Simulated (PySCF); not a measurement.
Solvent effects on NMR parameters

Atom-mapped SMILES (the numbers label the heavy atoms): `[F:1][c:2]1[cH:3][cH:4][cH:5][c:6]2[cH:7][s:8][cH:9][c:10]12` (H(Xn): hydrogen on atom n).

GIAO PBE0/pcSseg-1 in PySCF 2.14.0 with density-fitted response routines on one PBE0-D3(BJ)/def2-SVP conformer, non-relativistic, equivalent nuclei averaged. Solvents enter as an IEF-PCM continuum (chloroform with ε = 4.7, dimethylsulfoxide with ε = 46.8) around the gas-phase geometry. Shifts are referred to CFCl3, TMS, CS2 computed in the same medium.

Gas phase, δ in ppm: F1 -117.6, C2 163.1, C6 144.1, C10 133.4, C4 129.8, C7 124.1, C5 122.0, C9 121.5, C3 109.9, S8 255.6, H(C9) 7.73, H(C7) 7.54, H(C5) 7.52, H(C4) 7.14. Dipole moment 1.34 D.

(1) How does each δ change in the continuum?

(2) Which nuclei move most (in ppm), and what does the model miss?

Answers

(1) 
| atoms | environment | Δδ, chloroform | Δδ, dimethylsulfoxide |
| --- | --- | --- | --- |
| F1 | aryl fluorine | -1.9 | -2.3 |
| C2 | aromatic carbon bearing fluorine | +0.4 | +0.5 |
| C6 | ring-fusion aromatic carbon | +0.4 | +0.5 |
| C10 | ring-fusion aromatic carbon | +0.2 | +0.2 |
| C4 | aromatic CH | +0.8 | +1.1 |
| C7 | aromatic CH next to the ring sulfur | +2.6 | +3.8 |
| C5 | aromatic CH | +1.6 | +2.3 |
| C9 | aromatic CH next to the ring sulfur | +1.5 | +2.1 |
| C3 | aromatic CH | +0.9 | +1.3 |
| S8 | aromatic ring sulfur | +3.3 | +5.4 |
| H(C9) | hydrogen on an aromatic CH next to the ring sulfur | +0.21 | +0.29 |
| H(C7) | hydrogen on an aromatic CH next to the ring sulfur | +0.31 | +0.46 |
| H(C5) | hydrogen on an aromatic CH | +0.21 | +0.31 |
| H(C4) | hydrogen on an aromatic CH | +0.17 | +0.25 |

Changes are relative to the gas phase. The dipole moment becomes 1.65 D in chloroform, 1.80 D in dimethylsulfoxide.

(2) S8 (aromatic ring sulfur, +5.4 ppm) in dimethylsulfoxide. A continuum only polarises the solute; specific hydrogen bonds, the anisotropy of aromatic solvents and changes of geometry or conformer are outside it.
